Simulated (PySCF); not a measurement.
## Electron correlation in P (phosphorus, neutral)

[Ne] 3s2 3p3, high-spin 4S determinant. Calculation: PySCF 2.14, in aug-cc-pV(D+d)Z (5s4p3d, 32 functions); the non-relativistic Hamiltonian (point nucleus). Frozen: [Ne]; 5 electrons correlated.

MP2 pair energies summed by pair of shells (mhartree):

| pair | energy | share (%) |
| --- | --- | --- |
| 3s-3p | -43.04 | 63.2 |
| 3p-3p | -16.51 | 24.2 |
| 3s-3s | -8.55 | 12.6 |

Total MP2 correlation energy: -68.10 mhartree.

Same-spin part -19.23 and opposite-spin part -48.87 mhartree; SCS-MP2 scales them by 1/3 and 6/5 to -65.06 mhartree.

```json
{"level": "CCSD", "correlation energy (mhartree)": "-87.23"}
{"level": "(T)", "correlation energy (mhartree)": "-1.70"}
{"level": "CCSD(T)", "correlation energy (mhartree)": "-88.93"}
```

Diagnostics: T1 = 0.0027, D1 = 0.0055, largest double amplitude 0.044.

**Question.** Is a single reference adequate?

**Answer.** Yes: T1 lies below 0.03 and no double amplitude reaches 0.07.
